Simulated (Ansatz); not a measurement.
Geometry optimisation, Ansatz 0.2.0, RKS PBE0/def2-SVP.

Input:

```yaml
crystal:
  periodic: [false, false, false]
  atoms:
    - { symbol: B, position_ang: [-0.456415, 0.404701, 0.175508] }
    - { symbol: Cl, position_ang: [1.313317, -1.868263, -1.137974] }
    - { symbol: O, position_ang: [-0.58437, 0.872355, -1.091633] }
    - { symbol: O, position_ang: [-1.455259, -0.260864, 0.80409] }
    - { symbol: H, position_ang: [1.741558, -0.987271, -0.270163] }
    - { symbol: O, position_ang: [0.751073, 0.672773, 0.905237] }
    - { symbol: H, position_ang: [0.224993, 1.284352, -1.408269] }
    - { symbol: H, position_ang: [-2.207965, -0.433082, 0.226564] }
    - { symbol: H, position_ang: [0.673068, 0.315198, 1.79664] }
basis:
  gaussian: { orbitals: def2-SVP }
hamiltonian:
  xc: pbe0
relax:
  f_tol: 0.03
  max_steps: 50
output:
  orbitals: {}
```

Run as:

```bash
$ ansatz run input.yaml --threads 2 --pin off --max-ram 3072MiB --backend cpu --events-out ev --progress --plain --runs-dir out
```

Problem. Where does it end, and by what steps?

Solution. The forces met the threshold. The force dipped under the threshold on the way, but the program's further checks kept it going. After 15 steps the energy has fallen by 0.304 eV; Cl2 moved furthest, 1.61 Å.

```tsv
step	energy less start (eV)	largest force component (eV/Å)	accepted
0	0.0000	1.467	yes
1	-0.0716	0.957	yes
2	-0.1197	0.841	yes
3	-0.1623	0.485	yes
4	-0.1717	0.323	yes
5	-0.1813	0.235	yes
6	-0.1915	0.056	yes
7	-0.1998	0.337	yes
8	-0.2146	0.460	yes
9	-0.2424	0.522	yes
10	-0.2729	0.317	yes
11	-0.2900	0.345	yes
12	-0.2935	0.412	yes
13	-0.3006	0.337	yes
14	-0.3035	0.022	yes
15	-0.3036	0.020	yes
```

```xyz
9
Properties=species:S:1:pos:R:3
B -0.619 0.204 0.233
Cl 2.423 -0.747 -1.458
O -0.673 0.339 -1.112
O -1.676 0.524 1.026
H 1.845 -0.646 -0.282
O 0.530 -0.268 0.840
H 0.146 0.077 -1.557
H -2.425 0.840 0.510
H 0.450 -0.324 1.799
```

The run took 25 s on 2 threads of Intel(R) Xeon(R) Platinum 8488C (Sapphire Rapids), with other jobs on the host, peak memory 0.2 GiB.
